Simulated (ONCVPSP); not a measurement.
**Configuration tests for indium (ONCV)**

```
Element                 : In (Z = 49)
Generator               : ONCVPSP 4.0.1
Type                    : optimised norm-conserving Vanderbilt (ONCV)
Functional              : LDA (Perdew-Wang 92)
Relativity              : scalar-relativistic
Frozen core             : [Kr] 4d10
Valence charge          : 3
Reference configuration : 5s1.5 (charge +1.5)
Partial waves           : 5s: rc 1.75 bohr, ncon 4, nbas 7, qcut 3.1 1/bohr, 1 projector; p scattering state at 0.15 Ha: rc 1.75 bohr, ncon 3, nbas 7, qcut 4.2 1/bohr, 3 projectors, debl 2.1 Ha; d scattering state at 0.09 Ha: rc 1.30 bohr, ncon 4, nbas 8, qcut 8.7 1/bohr, 2 projectors, debl 3.7 Ha
Local potential         : polynomial inside 1.25 bohr (lpopt 5, dvloc0 3 Ha)
Core correction         : polynomial model core, fcfact 0.4
```

In the p channel the program set the typed energies aside and used 0.050, 2.150, 4.250 Ha.

Energies are relative to the spin-unpolarised reference configuration 5s1.5; without spin polarisation the order of configurations can differ from experiment.

| valence configuration | charge | ΔE all-electron (eV) | error AE − PS (meV) |
| --- | --- | --- | --- |
| 5s2 5p1 | 0 | -14.313 | -54 |
| 5s2 | +1 | -8.725 | -15 |
| 5s1 | +2 | 10.931 | -23 |
| 5s2 5p0.5 | +0.5 | -12.271 | -36 |

Levels in the configuration 5s2 5p1:

```csv
level,all-electron (eV),pseudo (eV)
5s,-8.482,-8.406
5p,-2.698,-2.668
```

Note: ghosts flagged at negative energy: s at -101.4 eV, p at -83.6 eV; GHOST(+) flags only above 600 eV. A true bound ghost makes a file unfit for plane-wave use.
